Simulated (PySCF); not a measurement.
Gas-phase reaction: 2 (H₂SiO)₃ ⇌ Si₂O₂ + 4 SiH₂ + 4 OH

Computed with PySCF and rigid-rotor harmonic-oscillator thermochemistry at 1 bar. † marks an energy on the PBE0/def2-TZVP geometry and frequencies; other levels use their own. Open shells (unrestricted): OH (multiplicity 2, electronic degeneracy 4); the rest are closed-shell singlets. Spin-orbit splitting is ignored; it lowers the true energy and changes the entropy of OH. B3LYP is the form with VWN-RPA correlation. (H₂SiO)₃, Si₂O₂: computed as isolated molecules; such fragments, hydroxides, amides, oligomers or adducts are transient or little studied in the gas. The harmonic model lacks anharmonicity and excited electronic states, which grow with temperature; levels with a mode under 35 cm⁻¹ are left out. Soft modes under 120 cm⁻¹ make the harmonic entropy rough for (H₂SiO)₃.

```
level               ΔE electronic, kJ  ΔH°(298 K), kJ  ΔS°(298 K), J/K  ΔG°(1000 K), kJ
------------------  -----------------  --------------  ---------------  ---------------
B3LYP/def2-TZVP†                 3142            3060             1134             1925
BLYP/def2-TZVP†                  3035            2953             1134             1818
HF/def2-TZVP†                    2904            2822             1134             1687
PBE0/def2-SVP†                   3154            3072             1134             1937
PBE0/def2-TZVP                   3224            3141             1134             2006
LDA/def2-TZVP†                   3616            3534             1134             2399
ωB97M-V/def2-TZVP†               3245            3162             1134             2027
ωB97X-V/def2-TZVP†               3319            3236             1134             2101
```
ΔH° is lowest at HF/def2-TZVP† and highest at LDA/def2-TZVP†. No reference value is set beside these.
